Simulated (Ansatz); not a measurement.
This geometry of BCl2H + F (5 atoms, charge 0, multiplicity 2) is a first-order saddle point.

Computed with UHF/def2-SVP (Ansatz).

```xyz
5
Properties=species:S:1:pos:R:3
B 0.000 0.027 -0.003
H 0.000 0.094 1.319
Cl 1.534 -0.024 -0.802
Cl -1.534 -0.024 -0.802
F -0.001 -0.072 2.528
```

Question: Which two structures does it join? (They come from a converged band through this point; their orientation in space is the band's.)

Answer: Bonds broken: B1–H2. Bonds formed: H2–F5. BCl2H + F becomes BCl2 + FH.

First end point:

```xyz
5
Properties=species:S:1:pos:R:3
B 0.000 0.000 -0.267
H 0.000 0.000 0.919
Cl 1.519 0.000 -1.135
Cl -1.519 0.000 -1.135
F 0.000 0.000 3.857
```

Last end point:

```xyz
5
Properties=species:S:1:pos:R:3
B -0.001 0.405 -0.619
H 0.005 0.489 2.679
Cl 1.537 -0.311 -1.006
Cl -1.539 -0.311 -1.007
F -0.002 -0.271 2.193
```

Question: How far does it lie above each of them?

Answer: 87.4 kJ/mol above the first and 115.4 kJ/mol above the second. This is the barrier of this one path; another mechanism may lie lower.

The run took 3.7 min on 1 thread of Arm Neoverse V1, on a shared host, peak memory 0.2 GiB.
